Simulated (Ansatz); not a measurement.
Reaction (atomization): `[AlH2][NH]CS` → Al• + C• + 6 H• + N• + S•

Program: Ansatz. Geometries: PBE0-D4/def2-TZVP. ΔE: electronic, gas phase. CCSD(T)/CBS is the MP2 limit (def2-TZVPP, def2-QZVPP) plus CCSD(T) − MP2 in def2-TZVPP, frozen cores. This one scheme is used for every species, atoms too. DFT in def2-TZVPP. No spin–orbit coupling; open shells (•) take unrestricted orbitals. Spin–orbit coupling would lower the free atoms: a little for Al, C, S. Each species was taken in one conformer, which may not be the lowest.

```
         level  ΔE (kJ/mol)
        PBE-D4       3249.4
     revPBE-D4       3179.8
       ωB97M-V       3224.5
CCSD/CBS(def2)       3160.8
```

(1) What does CCSD(T)/CBS give? (Estimate.)

Largest T1 diagnostic among the species: 0.018.

Results:

(1) The calculation gave: +3208.6 kJ/mol. The listed levels differ from it by 40.8, -28.8, 15.9, -47.8 kJ/mol.

From BLYP to BHLYP (50 % exact exchange), in def2-TZVPP and without D4, ΔE moves by −63.6 kJ/mol: exact exchange takes away binding that semilocal exchange gives to molecules. Leaving LDA and LC-ωPBE aside and taking each functional with its dispersion term where it has one, the values, not all of them listed here, spread over 128.0 kJ/mol, from BHLYP-D4 to PBE-D4. LDA lies +426.9 kJ/mol from PBE without D4, its usual overbinding.

For atomizations the MP2-based limit and the directly extrapolated one differ by several kJ/mol either way, and by 10 to 25 for some Ge, Se and Sn compounds, so smaller differences from it don't rank the levels.
